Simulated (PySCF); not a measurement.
## Calculated data, Al2BH6N, AlBH5NO, AlBFH2O, Al2BH4O

Computed with PySCF 2.14.0. Calculation on a computer-drawn molecule: the log of a Hartree-Fock and frozen-core CCSD(T) single point meant for a local Hartree-Fock minimum, with one planted fault or none, to be diagnosed. Offsets are logged minus clean, where the clean run is the same molecule without the fault. The reference is restricted for singlets and unrestricted otherwise, and also for a bond in bohr or an excited solution. Adding or removing an electron swaps singlet and doublet. The excited solution moves the top pair (singlet) or top alpha electron (doublet) to the lowest empty orbital. Highest occupied and lowest empty are orbital energies over both spins, largest force is the largest gradient component, triples share is (T) over the correlation energy, the T1 limit is 0.02 restricted and 0.045 unrestricted, electrons count all cores, a negative frequency is imaginary (commonest isotopes), and the dipole is about the centre of nuclear charge.

Common to all runs: logged SCF converged yes; logged CC converged yes; logged SCF stable within its kind yes; possible faults no fault, one electron removed, one electron added, multiplicity raised by two, geometry at a saddle point, SCF held on an excited solution, minimal basis STO-3G, one bond length entered in bohr, all coordinates scaled.

```json
{"entry": 1, "formula": "Al2BH6N", "logged_structure": {"atoms_angstrom": [["B", 0.4723, 1.2604, -2.9286], ["Al", -0.225, 0.7409, -0.9545], ["N", 0.9741, 0.2951, 0.2786], ["Al", -2.7527, 0.7093, -0.1971], ["H", 0.5913, 0.4509, -3.8152], ["H", 0.7354, 2.3923, -3.2532], ["H", 1.9687, 0.2586, 0.1501], ["H", 0.757, 0.0376, 1.2238], ["H", -3.1883, 0.3107, 1.2828], ["H", -3.9551, 1.0832, -1.1722]]}, "given": {"meant_charge": 0, "meant_multiplicity": 1, "meant_basis": "cc-pV(D+d)Z", "logged_electrons": 44, "logged_basis_functions": 104, "logged_spin_squared": 2.0313, "logged_highest_occupied [eV]": -7.1201, "logged_lowest_empty [eV]": -0.38204, "logged_largest_force [hartree/bohr]": 0.040733, "logged_T1_diagnostic": 0.021658, "logged_D1_diagnostic": 0.089344, "logged_triples_share": 0.026507, "logged_dipole_magnitude [debye]": 3.5179, "logged_energy_HF [hartree]": -566.37066, "logged_energy_CCSD(T) [hartree]": -566.81026, "drawn_bonds_atom": [1, 2, 2, 1, 1, 3, 3, 4, 4], "drawn_bonds_other_atom": [2, 3, 4, 5, 6, 7, 8, 9, 10], "drawn_bonds_order": [1, 1, 1, 1, 1, 1, 1, 1, 1]}, "results": {"planted_fault": "multiplicity raised by two", "HF_energy_offset_from_clean_run [kcal/mol]": 49.0, "CCSD(T)_energy_offset_from_clean_run [kcal/mol]": 54.61}}
{"entry": 2, "formula": "Al2BH6N", "logged_structure": {"atoms_angstrom": [["B", 0.4723, 1.2604, -2.9286], ["Al", -0.225, 0.7409, -0.9545], ["N", 0.9741, 0.2951, 0.2786], ["Al", -2.7527, 0.7093, -0.1971], ["H", 0.5913, 0.4509, -3.8152], ["H", 0.7354, 2.3923, -3.2532], ["H", 1.9687, 0.2586, 0.1501], ["H", 0.757, 0.0376, 1.2238], ["H", -3.1883, 0.3107, 1.2828], ["H", -3.9551, 1.0832, -1.1722]]}, "given": {"meant_charge": 0, "meant_multiplicity": 1, "meant_basis": "cc-pV(D+d)Z", "logged_electrons": 44, "logged_basis_functions": 104, "logged_spin_squared": 0.0, "logged_highest_occupied [eV]": -8.5847, "logged_lowest_empty [eV]": 0.45795, "logged_largest_force [hartree/bohr]": 1.1678e-05, "logged_lowest_frequency [cm^-1]": 37.164, "logged_T1_diagnostic": 0.015039, "logged_D1_diagnostic": 0.049455, "logged_triples_share": 0.024744, "logged_dipole_magnitude [debye]": 1.606, "logged_energy_HF [hartree]": -566.44874, "logged_energy_CCSD(T) [hartree]": -566.89729, "drawn_bonds_atom": [1, 2, 2, 1, 1, 3, 3, 4, 4], "drawn_bonds_other_atom": [2, 3, 4, 5, 6, 7, 8, 9, 10], "drawn_bonds_order": [1, 1, 1, 1, 1, 1, 1, 1, 1]}, "results": {"planted_fault": "no fault", "HF_energy_offset_from_clean_run [kcal/mol]": 0.0, "CCSD(T)_energy_offset_from_clean_run [kcal/mol]": 0.0}}
{"entry": 3, "formula": "AlBH5NO", "logged_structure": {"atoms_angstrom": [["B", -1.1685, -0.9598, -0.0495], ["Al", -2.2499, 0.8735, 0.1875], ["N", -1.4724, 2.4624, 0.2231], ["O", -3.9347, 0.7605, 0.3465], ["H", -0.9354, -1.4436, -1.1277], ["H", -0.753, -1.5954, 0.8856], ["H", -0.4855, 2.619, 0.1358], ["H", -1.9348, 3.3459, 0.3322], ["H", -4.5853, 1.4315, 0.4593]]}, "given": {"meant_charge": 0, "meant_multiplicity": 1, "meant_basis": "cc-pV(D+d)Z", "logged_electrons": 37, "logged_basis_functions": 90, "logged_spin_squared": 0.7548, "logged_highest_occupied [eV]": -15.768, "logged_lowest_empty [eV]": -8.0574, "logged_largest_force [hartree/bohr]": 0.087328, "logged_T1_diagnostic": 0.017945, "logged_D1_diagnostic": 0.072372, "logged_triples_share": 0.022889, "logged_dipole_magnitude [debye]": 4.8433, "logged_energy_HF [hartree]": -398.5568, "logged_energy_CCSD(T) [hartree]": -399.08459, "drawn_bonds_atom": [1, 2, 2, 1, 1, 3, 3, 4], "drawn_bonds_other_atom": [2, 3, 4, 5, 6, 7, 8, 9], "drawn_bonds_order": [1, 1, 1, 1, 1, 1, 1, 1]}, "results": {"planted_fault": "one electron removed", "HF_energy_offset_from_clean_run [kcal/mol]": 211.9, "CCSD(T)_energy_offset_from_clean_run [kcal/mol]": 227.8}}
{"entry": 4, "formula": "AlBFH2O", "logged_structure": {"atoms_angstrom": [["B", 1.2333, -2.207, -0.4532], ["Al", -0.3637, -1.2021, 0.6168], ["O", -0.5061, 0.3919, 0.8432], ["F", -1.415, -2.418, 1.1583], ["H", 1.2183, -2.4391, -1.6461], ["H", 2.2691, -2.583, 0.0598]]}, "given": {"meant_charge": -1, "meant_multiplicity": 1, "meant_basis": "aug-cc-pV(D+d)Z", "logged_electrons": 38, "logged_basis_functions": 26, "logged_spin_squared": 0.0, "logged_highest_occupied [eV]": 2.6708, "logged_lowest_empty [eV]": 13.073, "logged_largest_force [hartree/bohr]": 0.028033, "logged_T1_diagnostic": 0.035959, "logged_D1_diagnostic": 0.11906, "logged_triples_share": 0.083343, "logged_dipole_magnitude [debye]": 2.395, "logged_energy_HF [hartree]": -436.20171, "logged_energy_CCSD(T) [hartree]": -436.37182, "drawn_bonds_atom": [1, 2, 2, 1, 1], "drawn_bonds_other_atom": [2, 3, 4, 5, 6], "drawn_bonds_order": [1, 1, 1, 1, 1]}, "results": {"planted_fault": "minimal basis STO-3G", "HF_energy_offset_from_clean_run [kcal/mol]": 3751, "CCSD(T)_energy_offset_from_clean_run [kcal/mol]": 4032}, "notes": ["T1 above single-reference limit", "highest electron not bound in this basis"]}
{"entry": 5, "formula": "Al2BH4O", "logged_structure": {"atoms_angstrom": [["B", -0.0132, -0.1655, 3.2252], ["Al", -0.4006, 0.6186, 1.2517], ["O", -1.9803, 0.6163, 0.6087], ["Al", 1.3739, 1.4095, -0.5085], ["H", -0.2052, 0.4763, 4.2277], ["H", 0.457, -1.2605, 3.4101], ["H", -2.7824, 0.3214, 1.0064], ["H", 1.9774, 2.8862, -0.6169]]}, "given": {"meant_charge": 0, "meant_multiplicity": 2, "meant_basis": "cc-pV(D+d)Z", "logged_electrons": 44, "logged_basis_functions": 94, "logged_spin_squared": 0.0, "logged_highest_occupied [eV]": -0.42948, "logged_lowest_empty [eV]": 4.9253, "logged_largest_force [hartree/bohr]": 0.01983, "logged_T1_diagnostic": 0.047561, "logged_D1_diagnostic": 0.20102, "logged_triples_share": 0.031664, "logged_dipole_magnitude [debye]": 7.083, "logged_energy_HF [hartree]": -585.6864, "logged_energy_CCSD(T) [hartree]": -586.1566, "drawn_bonds_atom": [1, 2, 2, 1, 1, 3, 4], "drawn_bonds_other_atom": [2, 3, 4, 5, 6, 7, 8], "drawn_bonds_order": [1, 1, 1, 1, 1, 1, 1]}, "results": {"planted_fault": "one electron added", "HF_energy_offset_from_clean_run [kcal/mol]": 8.17, "CCSD(T)_energy_offset_from_clean_run [kcal/mol]": -17.46}, "notes": ["T1 above single-reference limit"]}
{"entry": 6, "formula": "Al2BH4O", "logged_structure": {"atoms_angstrom": [["B", -0.0132, -0.1655, 3.2252], ["Al", -0.4006, 0.6186, 1.2517], ["O", -1.9803, 0.6163, 0.6087], ["Al", 1.3739, 1.4095, -0.5085], ["H", -0.2052, 0.4763, 4.2277], ["H", 0.457, -1.2605, 3.4101], ["H", -2.7824, 0.3214, 1.0064], ["H", 1.9774, 2.8862, -0.6169]]}, "given": {"meant_charge": 0, "meant_multiplicity": 2, "meant_basis": "cc-pV(D+d)Z", "logged_electrons": 43, "logged_basis_functions": 94, "logged_spin_squared": 0.7861, "logged_highest_occupied [eV]": -7.0965, "logged_lowest_empty [eV]": 0.38781, "logged_largest_force [hartree/bohr]": 2.801e-05, "logged_lowest_frequency [cm^-1]": 100.09, "logged_T1_diagnostic": 0.019727, "logged_D1_diagnostic": 0.064501, "logged_triples_share": 0.023617, "logged_dipole_magnitude [debye]": 1.4947, "logged_energy_HF [hartree]": -585.69942, "logged_energy_CCSD(T) [hartree]": -586.12878, "drawn_bonds_atom": [1, 2, 2, 1, 1, 3, 4], "drawn_bonds_other_atom": [2, 3, 4, 5, 6, 7, 8], "drawn_bonds_order": [1, 1, 1, 1, 1, 1, 1]}, "results": {"planted_fault": "no fault", "HF_energy_offset_from_clean_run [kcal/mol]": 0.0, "CCSD(T)_energy_offset_from_clean_run [kcal/mol]": 0.0}}
```
